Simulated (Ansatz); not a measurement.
ClFOSW (`[O]=[W]([F])(=[S])[Cl]`). The species carries charge 0 and has multiplicity 1. W takes the def2 core potential.

Z-matrix (Å, degrees):
```
W
O 1 1.688
S 1 2.119 2 107.5
Cl 1 2.247 2 108.4 3 117.5
F 1 1.846 2 109.3 3 -118.7
```

Q: What are the harmonic wavenumbers in cm⁻¹ at PBE0-D4/def2-TZVP (Ansatz, finite differences of forces, unscaled)? (Best estimate.)

A: The calculation gave: 142, 159, 196, 247, 285, 428, 572, 706, 1052.

Q: Is this a minimum?

A: Yes, all 9 modes are real.

Q: Give the ideal-gas thermochemistry at 298.15 K and 1 bar (rigid rotor, harmonic oscillator; point group C1, symmetry number 1).

A: Zero-point energy 22.6 kJ/mol; H(298) − E = 41.4 kJ/mol; entropy 350.4 J/(mol·K), of which translation 179.4, rotation 118.6, vibration 52.3; G(298) − E = -63.0 kJ/mol.

Q: And at 400, 500, 600, 800 and 1000 K?

A: 
```json
{"T (K)": "400", "H − E (kJ/mol)": "50.6", "S (J/mol/K)": "376.9", "G − E (kJ/mol)": "-100.1"}
{"T (K)": "500", "H − E (kJ/mol)": "60.2", "S (J/mol/K)": "398.2", "G − E (kJ/mol)": "-138.9"}
{"T (K)": "600", "H − E (kJ/mol)": "70.1", "S (J/mol/K)": "416.3", "G − E (kJ/mol)": "-179.6"}
{"T (K)": "800", "H − E (kJ/mol)": "90.5", "S (J/mol/K)": "445.6", "G − E (kJ/mol)": "-266.0"}
{"T (K)": "1000", "H − E (kJ/mol)": "111.4", "S (J/mol/K)": "468.8", "G − E (kJ/mol)": "-357.5"}
```
